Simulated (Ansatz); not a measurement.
Ansatz (a quantum-chemistry and plane-wave program) input (B3LYP-D3(BJ)/def2-TZVP):

Ansatz 0.2 input:
```yaml
crystal:
  periodic: [false, false, false]
  atoms:
    - {symbol: Sn, position_ang: [-0.00000000, -0.00000000, -0.99765710]}
    - {symbol: Br, position_ang: [0.00000000, 0.00000000, 1.42522443]}
basis:
  gaussian:
    orbitals: def2-TZVP
hamiltonian:
  xc: b3lyp
  dispersion: d3bj
total_charge: 1
phonons: {temperatures: {t_min: 298.15, t_max: 298.15, t_step: 100}}
```

Output:

```
Functional definition: B3LYP
integrals: 0.03 GiB planned
845 factors; their error is unknown
mean field: 0.31 GiB planned
mean field evaluation 1: about -75869.0565 eV, gradient 4.0e1 eV
mean field evaluation 2: about -75792.2260 eV, gradient 1.4e2 eV
mean field evaluation 4: about -75873.9707 eV, gradient 8.9e0 eV
mean field evaluation 8: about -75874.2134 eV, gradient 3.4e-2 eV
mean field evaluation 16: about -75874.6293 eV, gradient 7.0e-5 eV
mean field -75874.62928951 eV, -2788.3411967187 hartree, gradient 7.0e-5 eV, S^2 0.000000; 0 other end points of the search recorded, 0 dependent functions left out
the calculation of the forces begins
reference -75874.62947915 eV, -2788.3412036879 hartree; 28, 28 occupied and 70, 70 virtual orbitals, 845 factors
these checks for a lower state are left out or cut short: stability, starts, cluster_reference, orbital_swaps, neighbouring_geometries, increment
integrals: 0.03 GiB planned
845 factors; their error is unknown
mean field: 0.31 GiB planned
mean field -75874.62928952 eV, -2788.3411967188 hartree, gradient 3.0e-6 eV, S^2 0.000000; 0 other end points of the search recorded, 0 dependent functions left out
the calculation of the forces begins
reference -75874.62947916 eV, -2788.3412036881 hartree; 28, 28 occupied and 70, 70 virtual orbitals, 845 factors
these checks for a lower state are left out or cut short: stability, starts, cluster_reference, orbital_swaps, neighbouring_geometries, increment
integrals: 0.03 GiB planned
845 factors; their error is unknown
mean field: 0.31 GiB planned
mean field evaluation 32: about -75874.6293 eV, gradient 3.0e-6 eV
mean field -75874.62928952 eV, -2788.3411967188 hartree, gradient 3.0e-6 eV, S^2 0.000000; 0 other end points of the search recorded, 0 dependent functions left out
the calculation of the forces begins
reference -75874.62947916 eV, -2788.3412036881 hartree; 28, 28 occupied and 70, 70 virtual orbitals, 845 factors
these checks for a lower state are left out or cut short: stability, starts, cluster_reference, orbital_swaps, neighbouring_geometries, increment
integrals: 0.03 GiB planned
845 factors; their error is unknown
mean field: 0.31 GiB planned
mean field -75874.62928952 eV, -2788.3411967188 hartree, gradient 3.0e-6 eV, S^2 0.000000; 0 other end points of the search recorded, 0 dependent functions left out
the calculation of the forces begins
reference -75874.62947916 eV, -2788.3412036881 hartree; 28, 28 occupied and 70, 70 virtual orbitals, 845 factors
these checks for a lower state are left out or cut short: stability, starts, cluster_reference, orbital_swaps, neighbouring_geometries, increment
integrals: 0.03 GiB planned
845 factors; their error is unknown
mean field: 0.31 GiB planned
mean field -75874.62928952 eV, -2788.3411967188 hartree, gradient 3.0e-6 eV, S^2 0.000000; 0 other end points of the search recorded, 0 dependent functions left out
the calculation of the forces begins
reference -75874.62947916 eV, -2788.3412036881 hartree; 28, 28 occupied and 70, 70 virtual orbitals, 845 factors
these checks for a lower state are left out or cut short: stability, starts, cluster_reference, orbital_swaps, neighbouring_geometries, increment
integrals: 0.03 GiB planned
845 factors; their error is unknown
mean field: 0.31 GiB planned
mean field -75874.62923405 eV, -2788.3411946806 hartree, gradient 3.0e-6 eV, S^2 0.000000; 0 other end points of the search recorded, 0 dependent functions left out
the calculation of the forces begins
reference -75874.62942363 eV, -2788.3412016474 hartree; 28, 28 occupied and 70, 70 virtual orbitals, 845 factors
these checks for a lower state are left out or cut short: stability, starts, cluster_reference, orbital_swaps, neighbouring_geometries, increment
integrals: 0.03 GiB planned
845 factors; their error is unknown
mean field: 0.31 GiB planned
mean field evaluation 64: about -75874.6293 eV, gradient 3.0e-6 eV
mean field -75874.62925231 eV, -2788.3411953516 hartree, gradient 3.0e-6 eV, S^2 0.000000; 0 other end points of the search recorded, 0 dependent functions left out
the calculation of the forces begins
reference -75874.62944202 eV, -2788.3412023233 hartree; 28, 28 occupied and 70, 70 virtual orbitals, 845 factors
these checks for a lower state are left out or cut short: stability, starts, cluster_reference, orbital_swaps, neighbouring_geometries, increment
integrals: 0.03 GiB planned
845 factors; their error is unknown
mean field: 0.31 GiB planned
mean field -75874.62928952 eV, -2788.3411967188 hartree, gradient 3.0e-6 eV, S^2 0.000000; 0 other end points of the search recorded, 0 dependent functions left out
the calculation of the forces begins
reference -75874.62947916 eV, -2788.3412036881 hartree; 28, 28 occupied and 70, 70 virtual orbitals, 845 factors
these checks for a lower state are left out or cut short: stability, starts, cluster_reference, orbital_swaps, neighbouring_geometries, increment
integrals: 0.03 GiB planned
845 factors; their error is unknown
mean field: 0.31 GiB planned
mean field -75874.62928952 eV, -2788.3411967188 hartree, gradient 3.0e-6 eV, S^2 0.000000; 0 other end points of the search recorded, 0 dependent functions left out
the calculation of the forces begins
reference -75874.62947916 eV, -2788.3412036881 hartree; 28, 28 occupied and 70, 70 virtual orbitals, 845 factors
these checks for a lower state are left out or cut short: stability, starts, cluster_reference, orbital_swaps, neighbouring_geometries, increment
integrals: 0.03 GiB planned
845 factors; their error is unknown
mean field: 0.31 GiB planned
mean field -75874.62928952 eV, -2788.3411967188 hartree, gradient 3.0e-6 eV, S^2 0.000000; 0 other end points of the search recorded, 0 dependent functions left out
the calculation of the forces begins
reference -75874.62947916 eV, -2788.3412036881 hartree; 28, 28 occupied and 70, 70 virtual orbitals, 845 factors
these checks for a lower state are left out or cut short: stability, starts, cluster_reference, orbital_swaps, neighbouring_geometries, increment
integrals: 0.03 GiB planned
845 factors; their error is unknown
mean field: 0.31 GiB planned
mean field evaluation 96: about -75874.6293 eV, gradient 3.0e-6 eV
mean field -75874.62928952 eV, -2788.3411967188 hartree, gradient 3.0e-6 eV, S^2 0.000000; 0 other end points of the search recorded, 0 dependent functions left out
the calculation of the forces begins
reference -75874.62947916 eV, -2788.3412036881 hartree; 28, 28 occupied and 70, 70 virtual orbitals, 845 factors
these checks for a lower state are left out or cut short: stability, starts, cluster_reference, orbital_swaps, neighbouring_geometries, increment
integrals: 0.03 GiB planned
845 factors; their error is unknown
mean field: 0.31 GiB planned
mean field -75874.62925231 eV, -2788.3411953516 hartree, gradient 3.0e-6 eV, S^2 0.000000; 0 other end points of the search recorded, 0 dependent functions left out
the calculation of the forces begins
reference -75874.62944202 eV, -2788.3412023233 hartree; 28, 28 occupied and 70, 70 virtual orbitals, 845 factors
these checks for a lower state are left out or cut short: stability, starts, cluster_reference, orbital_swaps, neighbouring_geometries, increment
integrals: 0.03 GiB planned
845 factors; their error is unknown
mean field: 0.31 GiB planned
mean field -75874.62923405 eV, -2788.3411946806 hartree, gradient 3.0e-6 eV, S^2 0.000000; 0 other end points of the search recorded, 0 dependent functions left out
the calculation of the forces begins
reference -75874.62942363 eV, -2788.3412016474 hartree; 28, 28 occupied and 70, 70 virtual orbitals, 845 factors
Total energy: -75874.72552216 eV, -2788.3447332032 hartree
Atom 0 at    -0.000000    -0.000000    -0.997657 Å, force    -0.000000     0.000000     0.000475 eV/Å
Atom 1 at     0.000000     0.000000     1.425224 Å, force     0.000000     0.000000    -0.000475 eV/Å
Dipole moment:    -0.000000    -0.000000    -0.834686 e Å
Vibrations: 290.64 cm⁻¹, zero-point energy 0.018017 eV
```
